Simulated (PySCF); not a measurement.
# One molecule, several mistakes: B2H6Si

These are calculations, not measurements. They come from PySCF 2.14.0, an open-source quantum chemistry program, on an isolated molecule that a program drew, which may never have been made. The molecule is B2H6Si (charge 0, singlet), drawn as the SMILES string `BB[SiH3]`.

Each row is a Hartree-Fock (HF) and frozen-core CCSD(T) single point in the cc-pV(D+d)Z basis, meant for a local HF minimum. Run 1 is clean. Each other run has one planted mistake out of seven kinds, and not every kind appears here: one electron removed, one electron added, multiplicity raised by two, geometry at a saddle point, minimal basis STO-3G, one bond length entered in bohr, all coordinates scaled. The reference is restricted for singlets and unrestricted otherwise, and also for a bond in bohr. Adding or removing an electron swaps singlet and doublet. Electrons count all cores. HOMO and LUMO are orbital energies over both spins, the gradient is its largest component, and the lowest frequency (negative if imaginary) is given only where the gradient is small. Bond lengths are over the 8 bonds as drawn. T1 is the CCSD diagnostic: over 0.02 (restricted) or 0.045 (unrestricted) a single reference is doubtful.

Geometry of the clean run:
```xyz
9
B2H6Si, angstrom
B    -0.9600   -0.1908    1.2208
B     0.7026   -0.2461    1.0770
Si    1.7252    0.0763   -0.6665
H    -1.6395   -1.1686    1.0449
H    -1.5349    0.8341    1.4816
H     1.3874   -0.4909    2.0374
H     2.5062   -1.1420   -1.0038
H     0.8539    0.3963   -1.8251
H     2.6720    1.2059   -0.4796
```

```
run,electrons,basis functions,<S^2>,HOMO (eV),LUMO (eV),gradient (hartree/bohr),lowest frequency (cm^-1),mean bond (Å),longest bond (Å),T1,HF (hartree),CCSD(T) (hartree),mistake
1,30,81,0.000,-10.84,1.56,2.4e-05,65,1.4731,2.047,0.0137,-341.73666,-342.06931,no fault
2,30,81,0.000,-10.65,1.42,2.2e-02,-,1.5453,2.147,0.0136,-341.72251,-342.05768,all coordinates scaled
3,30,81,0.808,-9.30,1.08,8.9e-03,-,1.6588,3.155,0.0494,-341.60843,-341.92483,one bond length entered in bohr
4,30,25,0.000,-9.00,6.49,2.7e-02,-,1.4731,2.047,0.0082,-337.78230,-337.93599,minimal basis STO-3G
5,29,81,0.776,-18.10,-8.21,7.8e-02,-,1.4731,2.047,0.0232,-341.38757,-341.69686,?
```

**Which mistake was planted in run 5, and what did it cost?**

It counts 29 electrons, one fewer than the clean run, at the same geometry and basis. So the mistake is: one electron removed. Subtracting run 1 and multiplying by 627.51 kcal/mol a hartree, the energy moved by 219.1 kcal/mol in HF and 233.7 kcal/mol in CCSD(T).

Cautions from the logs. Run 3: T1 is over the limit, so its CCSD(T) energy is less reliable.
